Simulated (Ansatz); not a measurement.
Stepwise reaction of `CN(C)[Si]N(C)C` with hydrogen chloride, as a gas-phase model of exchange steps in deposition or etching. ΔE in kJ/mol.

Isolated molecules relaxed with PBE0-D4/def2-TZVP in Ansatz; ΔE leaves out vibrations. CCSD(T)/CBS adds triple-zeta CCSD(T) − MP2 to the extrapolated MP2 energy (def2 sets, frozen cores). This one scheme is used for every species. DFT in def2-TZVPP. B3LYP here is the variant with VWN-RPA as its local correlation; programs differ in this. Each species was taken in one conformer, which may not be the lowest.

```
step                                  reaction  PBE-D4  B3LYP-D4  ωB97M-V  CCSD(T)/CBS
   2  `CN(C)[Si]Cl` + HCl → `Cl[Si]Cl` + `CNC`    -6.8      -5.3     -8.3         -1.5
```

(1) Give the row of step 1, `CN(C)[Si]N(C)C` + HCl → `CN(C)[Si]Cl` + `CNC`. (An estimate is asked.)

(2) By hand: ΔE of the 2 steps together at CCSD(T)/CBS.

Answers

(1) Computed: 
| step | reaction | PBE-D4 | B3LYP-D4 | ωB97M-V | CCSD(T)/CBS |
| --- | --- | --- | --- | --- | --- |
| 1 | `CN(C)[Si]N(C)C` + HCl → `CN(C)[Si]Cl` + `CNC` | -61.6 | -59.7 | -61.7 | -57.7 |

(2) (-57.7) + (-1.5) = -59.2 kJ/mol, or -29.6 kJ/mol a step.

In ΔE each step is higher than the one before. PBE-D4 differs from CCSD(T)/CBS by -5.3 to -3.9 kJ/mol a step. Isolated molecules leave out the surface, adducts and barriers. Largest T1 diagnostic: 0.013.
